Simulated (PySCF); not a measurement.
AlClHIO, SMILES [OH][Al]([Cl])[I]. Atoms are numbered in the order given.

```xyz
5

Al     0.4473    -1.0655     0.0000
Cl    -1.0519    -2.5200     0.0000
I     -0.1351     1.3321     0.0000
O      2.0484    -1.6063     0.0000
H      2.8392    -1.0591     0.0000
```

The structure is a stationary point at B3LYP-D3(BJ)/def2-SVP. The def2 effective core potentials stand for the cores of I; spin–orbit coupling is left out. One conformer was computed; it need not be the lowest.

Method: IEF-PCM-PBE0/def2-SVP run with PySCF.

The values are the electrostatic part of the solvation free energy, E(continuum) − E(gas) at the gas-phase geometry, in a cavity of scaled van der Waals radii (PySCF's table); cavitation and dispersion terms are not included. A continuum can't describe solvent molecules that bind to the metal. In vacuum the orbital gap is 6.85 eV. The dipole moment in vacuum is 1.96 D.

```tsv
solvent	ε	ΔG(elec) (kcal/mol)	dipole (D)	gap (eV)
water	78.36	-7.3	2.42	7.08
2-propanol	19.26	-6.8	2.39	7.07
benzene	2.27	-3.1	2.16	6.95
```
